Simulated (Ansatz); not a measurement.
Cost and result up the ladder for Li3PS4 (8 atoms). Charge 0, multiplicity 1. Geometry: r2SCAN-D4/def2-SVP.

```xyz
8

Li   -0.1676   -1.6054    1.8218
Li    1.9334   -0.7177   -1.2930
Li    0.6900    2.0800    1.0593
P    -0.6217    0.0615   -0.4020
S    -1.9260   -1.2323    0.4681
S    -1.1583    2.0141   -0.2226
S    -0.0710   -0.4694   -2.2854
S     1.3212   -0.1307    0.8538
```

Ansatz on 4 threads of Arm Neoverse N1 on a shared host. Times are rough, and most runs start from the orbitals of an earlier one. PBE0-D4/def2-TZVP serves as the yardstick here, not as an exact answer. Binding counts from free atoms at the same level (Li doublet, P quartet, S triplet; other spins of the atoms weren't run), without zero-point energy or a counterpoise term.

Correlated methods freeze 25 core orbitals; core or outer-core shells of Li are correlated, in sets that lack core-valence functions. The structure comes from a short search, and lower isomers may exist.

Correlated methods converge slowly with the basis.

```
                         level  functions  binding energy per atom (eV)  difference from PBE0-D4/def2-TZVP (eV)
PBE-D4/def2-TZVP (with forces)        227                          3.18                                    0.09
           r2SCAN-D4/def2-TZVP        227                          3.11                                    0.02
         LDA (SPW92)/def2-TZVP        227                          3.62                                    0.52
              B97M-V/def2-TZVP        227                          3.17                                    0.08
             PBE0-D4/def2-TZVP        227                          3.09                                    0.00
             CCSD(T)/def2-TZVP        227                          2.86                                   -0.23
```

(1) Estimate how long each takes.

Answers

(1) LDA (SPW92)/def2-TZVP 2.9 s; PBE-D4/def2-TZVP (with forces) 6.5 s; PBE0-D4/def2-TZVP 11 s; r2SCAN-D4/def2-TZVP 12 s; B97M-V/def2-TZVP 25 s; CCSD(T)/def2-TZVP 3.6 min. On shared hardware such times vary by a factor of up to 3.
